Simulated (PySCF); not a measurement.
SMILES C[CH2][Bi]([OH])[OH] at its B3LYP/def2-SVP optimised geometry (Å):

```
12

Bi    -1.2483    -0.7618     0.0000
C      1.0751    -0.7618     0.0000
C      1.6734    -0.4674    -1.3711
H      1.3846    -1.7519     0.3748
H      1.3699    -0.0142     0.7553
H      1.4054     0.5439    -1.7245
H      1.3177    -1.1858    -2.1270
H      2.7765    -0.5167    -1.3570
O     -1.4287    -1.1371    -2.0734
H     -0.9048    -0.5085    -2.5923
O     -1.3846     1.3469     0.0000
H     -0.5617     1.7519    -0.3121
```

Calculation: B3LYP/def2-TZVP, def2 effective core potentials past Kr (PySCF). The core electrons that the potentials of Bi replace are not part of the density.

Map of the Laplacian of the electron density (e/bohr⁵) on the plane z = 1.2 Å:

```
|00000000000000000000000000000|
|00000000000000000000000000000|
|00000000000000000000000000000|
|00000000000000000000000000000|
|00000000000000000000000000000|
|00000000000000000000000000000|
|00000000011000000000000000000|
|00000001122100000000000000000|
|00000011233210000000000000000|
|00000012343210000000000000000|
|00000012343210000000000000000|
|00000011233210000011000000000|
|00000001222210001233210000000|
|00000001222211112466520000000|
|00000012344321113667631000000|
|00000013467642124676631000000|
|00000123699753224687521000000|
|00000123689853223565421000000|
|00000113467642223454310000000|
|00000012344422112344310000000|
|00000001222211111233210000000|
|00000000111100001122110000000|
|00000000000000000011000000000|
|00000000000000000000000000000|
|00000000000000000000000000000|
|00000000000000000000000000000|
|00000000000000000000000000000|
|00000000000000000000000000000|
|00000000000000000000000000000|
```
Scale: ten equal steps from 0.000 (start of '0') to 0.126 (end of '9'), in the order '0123456789'; x runs from -4.00 to 4.00, y from -4.00 (bottom) to 4.00 (top).
